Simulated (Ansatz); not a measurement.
The same path of ClH3Sn + H2 (7 atoms, charge 0, multiplicity 1) was run twice with different band settings. Lost on the way: Sn1–Cl2, H6–H7. Made: Sn1–H6, Cl2–H7.

Theory: RKS BLYP-D4/def2-SVP (Ansatz 0.2.0).

Relaxed end points:

```xyz
7
Properties=species:S:1:pos:R:3
Sn 0.485 0.000 -0.209
Cl 0.284 0.000 2.184
H 2.183 0.000 -0.539
H -0.292 1.439 -0.767
H -0.292 -1.439 -0.767
H -3.316 0.000 1.560
H -2.607 0.000 1.855
```

```xyz
7
Properties=species:S:1:pos:R:3
Sn -0.326 0.000 -0.545
Cl -0.579 0.000 3.566
H 1.169 0.000 0.314
H -0.462 1.418 -1.526
H -0.462 -1.418 -1.526
H -1.646 0.000 0.590
H -1.250 0.000 2.445
```

Common settings: movable images 7; climbing image yes; spring 5.0 eV/Å²; start path through a guess of the saddle point; force threshold 0.05 eV/Å; iteration limit 60; end points relaxed.

| run | optimiser |
| --- | --- |
| 1 | quadratic models (default) |
| 2 | lbfgs |

**Question.** What does each run give, and how far can it be trusted?

**Answer.** Run 1: converged after 7 iterations, highest image 1.807 eV above the first end. A vibrational analysis at the climbing image gives 2 clearly imaginary modes (1043i, 100i cm⁻¹): a point of higher order, so a lower path passes nearby.
Run 2: converged after 40 iterations, highest image 1.807 eV above the first end. Another band between the same ends (7 images) ends at a top of the same energy, where a vibrational analysis finds 2 clearly imaginary modes.
The orbitals stay closed-shell, which can raise the energy where a bond breaks towards radicals; this wasn't checked here.
